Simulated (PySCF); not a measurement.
F2Sc, charge +1. Atoms are numbered in the order given.

```xyz
3

Sc     0.0000     0.0000     0.4398
F      0.0000    -1.4755    -0.5131
F      0.0000     1.4755    -0.5131
```
Charge +1, spin multiplicity 1.

Geometry: PBE0-D3(BJ)/def2-TZVP. The multiplicity is an assumed one; other spin states were not compared. The isomer is the one that the SMILES or the coordinates give; other isomers of the formula were not compared.

The numbers are results of ωB97X/def2-TZVPD run with PySCF, not measurements.

Computed frontier levels, gap, dipole moment and polarisability:
```json
{
  "highest_occupied_level": "-19.89 eV",
  "lowest_empty_level": "-6.41 eV",
  "orbital_gap": "13.48 eV",
  "dipole_moment_about_the_centre_of_nuclear_charge": "6.42 D",
  "mean_static_polarisability": "18.6 bohr³ (2.76 Å³)",
  "polarisability_principal_values": "12.9, 16.0, 27.1 bohr³"
}
```
